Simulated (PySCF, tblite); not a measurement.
C6H9ClO.
Geometry (GFN2-xTB, Å), atoms numbered from 1 in this order:
```
atom  x, y, z in Å
Cl1   -3.245   -0.174   -0.044
C2    -1.729   -1.053    0.291
C3    -0.538   -0.366   -0.368
C4     0.710   -1.169   -0.107
C5     1.869   -0.587    0.172
O6     2.106    0.744    0.204
C7     1.046    1.551   -0.279
C8    -0.318    1.047    0.180
H9    -1.613   -1.086    1.375
H10   -1.861   -2.063   -0.097
H11   -0.731   -0.313   -1.447
H12    0.634   -2.243   -0.123
H13    2.765   -1.145    0.406
H14    1.245    2.556    0.097
H15    1.085    1.568   -1.377
H16   -1.096    1.726   -0.165
H17   -0.336    1.019    1.272
```

Computed, not measured: PBE0/pcSseg-1 in PySCF (dipole) on a GFN2-xTB geometry, gas phase.

Take the most abundant isotopes and a rigid rotor. The values belong to one conformer with, in the numbering `[Cl:1][CH2:2][C@@H:3]1[CH:4]=[CH:5][O:6][CH2:7][CH2:8]1`, Cl1–C2–C3–C4 -178°, C2–C3–C4–C5 -140°, C4–C5–O6–C7 -9°, C5–O6–C7–C8 41°, O6–C7–C8–C3 -61°.

(1) What are A, B and C (GHz)?

(2) What kind of rotor is it?

(3) What does the inertial defect say?

(4) Which lines would a microwave search look for?

Results:

(1) Ia = 115.47, Ib = 548.02, Ic = 638.13 u·Å²; 505379 MHz·u·Å²/I gives 4377, 922.2 and 792.0 MHz, that is A = 4.3768, B = 0.9222, C = 0.7920 GHz.

(2) A near-prolate asymmetric top: κ = (2 × 922.2 − 4377 − 792.0)/(4377 − 792.0) = -0.93.

(3) Not planar: Δ = Ic − Ia − Ib = -25.35 u·Å². For a rigid frame Δ = −2 Σ m c², so Σ m c² = 12.68 u·Å² lies off the ab plane: 7.69 from hydrogen and 4.99 from heavier atoms. The atom farthest from that plane is 1.46 Å away.

(4) The dipole components are |μa| = 0.83 D, |μb| = 0.54 D, |μc| = 0.12 D. The squared components, which scale the intensities, stand as 1.00 : 0.42 : 0.02 (a : b : c). Some lines, for components of 0.1 D or more:

```
type  branch         J(Ka,Kc)    MHz  lower level (cm⁻¹)
   a       Q  4(1,3) ← 4(1,4)   1302               0.667
   b       R  3(0,3) ← 2(1,2)   1800               0.282
   a       R  2(1,2) ← 1(1,1)   3298               0.172
   c       Q  2(1,2) ← 2(0,2)   3328               0.171
   c       Q  1(1,1) ← 1(0,1)   3455               0.057
   b       Q  1(1,0) ← 1(0,1)   3585               0.057
   b       R  4(0,4) ← 3(1,3)   3676               0.447
   a       R  3(0,3) ← 2(0,2)   5128               0.171
   a       R  3(2,2) ← 2(2,1)   5142               0.641
   a       R  3(2,1) ← 2(2,0)   5157               0.641
   c       R  1(1,0) ← 0(0,0)   5299               0.000
   a       R  3(1,2) ← 2(1,1)   5336               0.295
   a       R  4(2,3) ← 3(2,2)   6854               0.813
   a       R  4(1,3) ← 3(1,2)   7110               0.473
   c       R  3(1,2) ← 2(0,2)   9054               0.171
   c       Q  4(2,3) ← 4(1,3)   9915               0.711
   c       Q  3(2,2) ← 3(1,2)  10171               0.473
   c       Q  2(2,1) ← 2(1,1)  10364               0.295
   b       Q  2(2,1) ← 2(1,2)  10755               0.282
   c       R  2(2,0) ← 1(1,0)  13926               0.177
   c       R  3(2,2) ← 2(1,2)  15897               0.282
   c       Q  3(3,1) ← 3(2,1)  17583               0.813
   b       Q  3(3,0) ← 3(2,1)  17583               0.813
   c       R  4(2,3) ← 3(1,3)  17806               0.447
   c       R  4(3,2) ← 3(2,2)  24465               0.813
   b       Q  4(4,1) ← 4(3,2)  24632               1.629
   b       R  4(4,0) ← 3(3,1)  31495               1.400
```

Its GFN2-xTB frequencies are all real (lowest 70 cm⁻¹). Constants of a rigid frame at the computed geometry: no zero-point averaging, no centrifugal distortion. Quadrupole hyperfine structure (35Cl) is left out.

The run took 30 s on an Arm Neoverse V2 with one thread, on a shared host. This is the PBE0/pcSseg-1 job that gave the dipole, with the shieldings it also computed.
